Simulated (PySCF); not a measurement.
Members of one series of related molecules.

All values: B3LYP/def2-SVPD (PySCF) at PBE0-D3(BJ)/def2-SVP geometries, gas phase, one conformer each. Core orbitals are frozen in the response; Δα² is half the sum of the squared differences of the principal polarisabilities. Atoms past krypton carry effective core potentials. The calculation is non-relativistic apart from the core potentials, for germanium and bromine too.

Question: Rank by polarisability anisotropy Δα, highest first.
A. Sn(NMe2)Me3, `C[N](C)[Sn]([CH3])([CH3])[CH3]`
B. SnMe3(NHiPr), `CC(C)[NH][Sn]([CH3])([CH3])[CH3]`
C. Sn(GeH3)Me3, `[CH3][Sn]([CH3])([CH3])[GeH3]`
D. Sn(OEt)Me3, `CC[O][Sn]([CH3])([CH3])[CH3]`
E. SnPhMe3, `[CH3][Sn]([CH3])([CH3])[c]1ccccc1`
F. SnHMe3, `[H][Sn]([CH3])([CH3])[CH3]`

Answer: E (8.18 Å³), C (3.12 Å³), B (2.30 Å³), F (1.67 Å³), D (1.44 Å³), A (1.19 Å³).

Question: Rank by HOMO energy, lowest first.
A. `[CH3][Sn]([CH3])([CH3])[NH2]` (Sn(NH2)Me3)
B. `[CH3][Sn]([CH3])([CH3])[I]` (SnIMe3)
C. `CC(C)[NH][Sn]([CH3])([CH3])[CH3]` (SnMe3(NHiPr))
D. `[CH3][Sn]([CH3])([CH3])[GeH3]` (Sn(GeH3)Me3)
E. `C[N](C)[Sn]([CH3])([CH3])[CH3]` (Sn(NMe2)Me3)
F. `[CH3][Sn]([CH3])([CH3])[Br]` (SnBrMe3)

Answer: F (-7.38 eV), D (-7.08 eV), B (-6.84 eV), A (-6.56 eV), C (-5.85 eV), E (-5.43 eV).

Question: Rank by dipole moment, highest first.
A. `[H][Sn]([CH3])([CH3])[CH3]` (SnHMe3)
B. `CC(C)[O][Sn]([CH3])([CH3])[CH3]` (SnMe3(OiPr))
C. `[CH3][Sn]([CH3])([CH3])[I]` (SnIMe3)
D. `[CH3][Sn]([CH3])([CH3])[c]1ccccc1` (SnPhMe3)
E. `[CH3][Sn]([CH3])([CH3])[Br]` (SnBrMe3)
F. `CC[N](C)[Sn]([CH3])([CH3])[CH3]` (Sn(NMeEt)Me3)

Answer: E (3.44 D), C (3.29 D), B (1.97 D), F (0.80 D), A (0.57 D), D (0.21 D).

All values together:

| SMILES | formula | μ (D) | HOMO (eV) | LUMO (eV) | α (Å³) | Δα (Å³) | electrons | α per electron (Å³) | ΔSCF removal energy (eV) |
| --- | --- | --- | --- | --- | --- | --- | --- | --- | --- |
| [H][Sn]([CH3])([CH3])[CH3] | C3H10Sn | 0.57 | -7.65 | 0.06 | 12.11 | 1.67 | 78 | 0.155 | 9.72 |
| CC(C)[O][Sn]([CH3])([CH3])[CH3] | C6H16OSn | 1.97 | -6.74 | -0.28 | 17.87 | 1.94 | 110 | 0.162 | – |
| [CH3][Sn]([CH3])([CH3])[c]1ccccc1 | C9H14Sn | 0.21 | -6.88 | -0.56 | 21.96 | 8.18 | 118 | 0.186 | – |
| [CH3][Sn]([CH3])([CH3])[I] | C3H9ISn | 3.29 | -6.84 | -0.90 | 17.52 | 3.16 | 130 | 0.135 | 8.98 |
| CC(C)[NH][Sn]([CH3])([CH3])[CH3] | C6H17NSn | 0.67 | -5.85 | -0.13 | 18.52 | 2.30 | 110 | 0.168 | – |
| [CH3][Sn]([CH3])([CH3])[OH] | C3H10OSn | 2.25 | -7.32 | -0.45 | 12.39 | 1.62 | 86 | 0.144 | 9.37 |
| [CH3][Sn]([CH3])([CH3])[Br] | C3H9BrSn | 3.44 | -7.38 | -0.64 | 15.24 | 1.29 | 112 | 0.136 | 9.44 |
| CC[N](C)[Sn]([CH3])([CH3])[CH3] | C6H17NSn | 0.80 | -5.40 | -0.15 | 18.60 | 1.75 | 110 | 0.169 | – |
| [CH3][Sn]([CH3])([CH3])[GeH3] | C3H12GeSn | 1.08 | -7.08 | -0.28 | 17.63 | 3.12 | 112 | 0.157 | – |
| C[N](C)[Sn]([CH3])([CH3])[CH3] | C5H15NSn | 0.98 | -5.43 | -0.16 | 16.92 | 1.19 | 102 | 0.166 | – |
| CC[O][Sn]([CH3])([CH3])[CH3] | C5H14OSn | 2.09 | -6.73 | -0.29 | 16.15 | 1.44 | 102 | 0.158 | – |
| [CH3][Sn]([CH3])([CH3])[NH2] | C3H11NSn | 1.23 | -6.56 | -0.30 | 13.19 | 1.10 | 86 | 0.153 | 8.69 |

Conformers: `CC(C)[O][Sn]([CH3])([CH3])[CH3]`; `[CH3][Sn]([CH3])([CH3])[c]1ccccc1`; `CC(C)[NH][Sn]([CH3])([CH3])[CH3]`; `CC[N](C)[Sn]([CH3])([CH3])[CH3]`; `CC[O][Sn]([CH3])([CH3])[CH3]`.

A dash marks a removal energy that wasn't run or isn't settled.

Q: By how much does the ΔSCF value exceed −ε(HOMO) over the species that have both?

A: By 2.04 to 2.14 eV, 2.09 eV on average, over 5 species.
